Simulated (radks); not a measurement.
Task: Species: O IV. Configuration: [He] 2s1.75 2p1 3p0.25 (fractional occupations, a model configuration). Calculated with a radial shooting solver on a logarithmic mesh with Libxc functionals: Dirac Kohn-Sham, exchange-only LDA, spin-unpolarised, spherical densities, point nucleus; open shells are shared between the two j in proportion to 2j + 1.

Spin-orbit splittings of the eigenvalues, e(l+1/2) - e(l-1/2), with zeta = 2 splitting/(2l+1) and mean radii in bohr:

shell  occ.  splitting (eV)  zeta (eV)  <r> j=l-1/2  <r> j=l+1/2
2p        1               ?          ?       0.9094       0.9103
3p     0.25         0.01177   0.007849        2.794        2.796

Estimate the 2p splitting.

Result: 0.06433 eV (zeta = 0.04289 eV).
